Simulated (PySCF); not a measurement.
An unknown gives this computed stick spectrum. Theory: TDDFT wB97X-D/def2-SVPD, vertical, gas phase, core orbitals frozen in the response in PySCF. Geometries: GFN2-xTB, one conformer each.

```json
{"state": "S1", "E (eV)": "6.04", "λ (nm)": "205.3", "f": "0.0033"}
{"state": "S2", "E (eV)": "6.23", "λ (nm)": "198.9", "f": "0.559"}
{"state": "S3", "E (eV)": "6.51", "λ (nm)": "190.4", "f": "0.032"}
{"state": "S4", "E (eV)": "7.17", "λ (nm)": "173.0", "f": "0.162"}
{"state": "S5", "E (eV)": "7.27", "λ (nm)": "170.5", "f": "0.0032"}
{"state": "S6", "E (eV)": "7.48", "λ (nm)": "165.8", "f": "0.0045"}
{"state": "S7", "E (eV)": "7.71", "λ (nm)": "160.8", "f": "0.135"}
{"state": "S8", "E (eV)": "7.88", "λ (nm)": "157.4", "f": "0.0027"}
```

Triplets computed (Tamm–Dancoff): 4.03, 4.51, 5.74 eV.

Orbital energies (eV): HOMO-3 -12.36, HOMO-2 -11.58, HOMO-1 -10.14, HOMO -8.53, LUMO 1.49, LUMO+1 1.89, LUMO+2 2.36.

Question: Which structure fits?
A. `C[C@@H]1O[C@H]1OC(F)F`
B. `C=C(Cl)O/C=C\F`
C. `CC(C)[S@@](=O)CF`
D. `C/C(=C\F)C(=O)Cl`

Answer: B. Its S1 lies at 6.04 eV; the nearest of the others has S1 at 5.56 eV. S1 is HOMO→LUMO+1 (68%), HOMO→LUMO+2 (10%). Löwdin shares by element: HOMO carbon 53% or more, oxygen 18% (atoms not listed hold the other 29%); LUMO carbon 70% (atoms not listed hold the other 30%). At the same level the other candidates give, for their lowest levels:
- `CC(C)[S@@](=O)CF`: 5.56 eV (f 0.015); 6.31 eV (f 0.058); 6.52 eV (f 0.006); 7.09 eV (f 0.047); 7.41 eV (f 0.008); T1 4.93 eV; HOMO -8.84, LUMO 1.65 eV
- `C[C@@H]1O[C@H]1OC(F)F`: 8.91 eV (f 0.017); 9.08 eV (f 0.013); 9.18 eV (f 0.008); 9.29 eV (f 0.015); 9.36 eV (f 0.006); T1 8.54 eV; HOMO -10.73, LUMO 2.35 eV
- `C/C(=C\F)C(=O)Cl`: 4.63 eV (f 0.000); 5.65 eV (f 0.259); 6.21 eV (f 0.000); 6.58 eV (f 0.046); 7.55 eV (f 0.003); T1 3.51 eV; HOMO -10.10, LUMO -0.46 eV

Shape of the structure used: `[CH2:1]=[C:2]([Cl:3])[O:4]/[CH:5]=[CH:6]\[F:7]`: C1–C2–O4–C5 174°, C2–O4–C5–C6 -179°.
